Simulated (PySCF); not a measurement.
hydrogen bromide cation (BrH), SMILES Br (connectivity only; charge and spin as stated), charge +1, multiplicity 2. Coordinates come from a PBE-D3(BJ)/def2-TZVPD optimisation. The spin state was assumed, not searched.

All values below come from PySCF 2.14.0 with PBE-D3(BJ)/def2-TZVPD.

Harmonic wavenumbers (cm⁻¹): 2360. Rotational constants (GHz): 235.3 (linear); symmetry number 1.

Work out the zero-point energy and the ideal-gas rigid-rotor harmonic-oscillator thermochemistry at 298.15 K and 1 atm.

ZPE = ½ Σ hcν = ½ × 2360 cm⁻¹ = 14.11 kJ/mol. H − E(el) = 22.79 kJ/mol. Entropy in J/(mol K): translation 163.54, rotation 35.53, vibration 0.00, spin 5.76, total 204.84. G − E(el) = -38.28 kJ/mol. Cp = 29.11 J/(mol K).
